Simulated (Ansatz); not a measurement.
CH6NOSbSi (`C=[N][SbH][SiH2]O`). Charge 0, multiplicity 1. Sb takes the def2 core potential. Geometry: relaxed with PBE0-D4/def2-TZVP. It is one conformer, not always the lowest.

```xyz
11

C     0.777   -0.819   -1.813
N    -0.426   -1.170   -1.724
Sb   -1.342   -1.447    0.109
Si   -0.099    0.372    1.462
O     0.061    1.722    0.522
H     1.233   -0.740   -2.808
H     1.444   -0.569   -0.974
H    -2.580   -0.328   -0.255
H     1.243   -0.115    1.899
H    -0.881    0.644    2.704
H     0.570    2.451    0.879
```

Question: What is the dipole moment at B3LYP/def2-TZVPP? (An estimate is asked.)

Answer: The calculation gave: 2.63 D, with components (1.75, 0.95, 1.72) D in this frame, pointing from negative to positive charge.

Question: And with PBE, r2SCAN, ωB97M-V? (Best estimate.)

Answer: The calculation gave: PBE 2.45 D, r2SCAN 2.61 D, ωB97M-V 2.72 D.

Question: Give the Mulliken charges with B3LYP, ωB97M-V, PBE in def2-TZVPP. (Estimate.)

Answer: The calculation gave: 
```
atom  B3LYP  ωB97M-V    PBE
  C1  -0.07    -0.06  -0.05
  N2  -0.37    -0.37  -0.32
 Sb3   0.44     0.34   0.39
 Si4   0.30     0.24   0.22
  O5  -0.38    -0.36  -0.34
  H6   0.10     0.10   0.09
  H7   0.06     0.07   0.05
  H8  -0.10    -0.05  -0.08
  H9  -0.09    -0.04  -0.08
 H10  -0.08    -0.04  -0.07
 H11   0.18     0.17   0.18
```

B3LYP here is the variant with VWN-RPA as its local correlation; programs differ in this.

Computed with Ansatz.
